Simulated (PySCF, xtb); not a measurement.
2,5-dihydro-1H-silol-1-amine (C4H9NSi), SMILES N[SiH]1CC=CC1. Other conformers were not sampled.

Harmonic wavenumbers (cm⁻¹) from GFN2-xTB run with xtb 6.7.1 at its own minimum, in rising order: 64, 171, 196, 217, 350, 421, 505, 577, 632, 646, 687, 709, 742, 792, 815, 836, 904, 913, 985, 1024, 1092, 1114, 1137, 1236, 1251, 1322, 1469, 1472, 1518, 1717, 2251, 2945, 2961, 2975, 2987, 3046, 3063, 3470, 3509.

Q: What does PBE0-D3(BJ)/def2-SVP run with PySCF give at its own minimum? (The exact figures need the calculation; the answer reports its results.)

A: 55, 166, 232, 275, 374, 404, 460, 611, 620, 665, 691, 729, 762, 810, 853, 882, 921, 952, 970, 990, 1113, 1114, 1117, 1201, 1231, 1370, 1408, 1411, 1546, 1710, 2226, 3048, 3055, 3100, 3104, 3167, 3190, 3605, 3704. Paired by order, the mean absolute difference is 48 cm⁻¹ and the zero-point energies are 75.4 and 77.0 kcal/mol.
